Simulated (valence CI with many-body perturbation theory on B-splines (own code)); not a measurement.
## Ba40+: key properties

Computed by valence CI with perturbative core correlation (CI+MBPT): six valence electrons over a frozen Dirac-Fock core [Ne], radial functions for each j: 9 s, 9 p, 8 d, 6 f, 3 g, 1 h, with the one-electron correlation potential Σ1 (screened to all orders), the two-electron term Σ2, the three-electron term Σ3, Breit, model QED; selected single and double excitations, second order for the rest, scaled by the run's own slope (own B-spline code, finite nucleus).

The last digits are not significant, and no measured levels were compared; by estimate large intervals hold to a few tenths of a per cent, small ones and those within an open d or f shell to about a per cent. Among the levels kept, up to 1100 cm⁻¹ of a level comes from second order outside the variational space, and about a tenth of that is noise between levels of different J, which matters for small intervals.

Levels are named by their leading jj configuration (3d3/2^4 stands for four electrons in 3d with j = 3/2), which in mixed levels can hold well under half, so a name can repeat and another be missing.

Rates and lifetimes use the calculated energies. Strong lines usually hold to 10 to 20 %, long lifetimes can be off by a factor of two.

What is the ground level?

(3s^2 3p1/2^2 3p3/2^2) J=2, composition 70 % 3s2.3p4 3P + 28 % 3s2.3p4 1D, g = 1.351.

Name the longest-lived excited levels whose lifetime is computed, and their main decay.

(3s^2 3p1/2^2 3p3/2^2) J=0 at 13.40 eV lives 139 ms, mostly by E2 to (3s^2 3p1/2^2 3p3/2^2) J=2; (3s^2 3p1/2^2 3p3/2 3d5/2) J=4 at 187.10 eV lives 20.7 μs, mostly by M1 to (3s^2 3p1/2^2 3p3/2 3d3/2) J=3; (3s^2 3p1/2 3p3/2^2 3d3/2) J=4 at 259.73 eV lives 899 ns, mostly by M1 to (3s^2 3p1/2^2 3p3/2 3d3/2) J=3.

What is the ionisation energy?

2996.1 eV; NIST lists 2994 ± 4 eV (theoretical).

How well does LS coupling describe the low levels?

Among the lowest 20 levels the leading LS term, summed over configurations, holds 50 % on average. For single configurations the figures are 47 % in LS and 89 % in jj coupling. Terms mix most in the J = 3 level at 168.29 eV, where the leading one holds 28 %.

Among levels below 317.83 eV, which E1 lines absorb most strongly from the ground level?

to (3s^2 3p1/2 3p3/2^2 3d3/2) J=3 at 4.418 nm, f = 0.271; to (3s^2 3p1/2 3p3/2^2 3d3/2) J=2 at 4.389 nm, f = 0.227; to (3s^2 3p1/2 3p3/2^2 3d3/2) J=1 at 4.364 nm, f = 0.138.

What are the static dipole polarisabilities of the lowest levels?

(3s^2 3p1/2^2 3p3/2^2) J=2 0.0115 (tensor 0.00015); (3s^2 3p1/2^2 3p3/2^2) J=0 0.0115 bohr³, of which the core gives 0.000160.

Where does the other parity begin?

At (3s^2 3p1/2^2 3p3/2 3d3/2) J=2, 162.74 eV.
